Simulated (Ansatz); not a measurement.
Start from `[NH2][In]([NH2])[NH2]` and change one element to get `[NH2][Ga]([NH2])[NH2]`.

Ansatz, PBE0-D4/def2-TZVP geometries, multiplicity 1. Each molecule was computed in one conformer, which needn't be the lowest.

Elements past krypton have def2 core potentials. Scalar relativity is left out up to krypton.

```csv
property,`[NH2][In]([NH2])[NH2]`
LUMO energy (PBE/def2-TZVPP) / eV,-1.50
HOMO–LUMO gap (ωB97M-V/def2-TZVPP) / eV,10.15
HOMO energy (ωB97M-V/def2-TZVPP) / eV,-9.13
HOMO energy (PBE/def2-TZVPP) / eV,-5.38
HOMO–LUMO gap (B3LYP/def2-TZVPP) / eV,5.54
HOMO–LUMO gap (PBE/def2-TZVPP) / eV,3.88
```

Problem. Give the same properties after the change, and the shifts. (An estimate is asked.)

Solution. Computed: 
```csv
property,`[NH2][Ga]([NH2])[NH2]`,shift
LUMO energy (PBE/def2-TZVPP) / eV,-0.68,0.82
HOMO–LUMO gap (ωB97M-V/def2-TZVPP) / eV,10.85,0.70
HOMO energy (ωB97M-V/def2-TZVPP) / eV,-9.16,-0.03
HOMO energy (PBE/def2-TZVPP) / eV,-5.32,0.06
HOMO–LUMO gap (B3LYP/def2-TZVPP) / eV,6.33,0.79
HOMO–LUMO gap (PBE/def2-TZVPP) / eV,4.65,0.77
```

B3LYP here is the variant with VWN-RPA as its local correlation; programs differ in this.
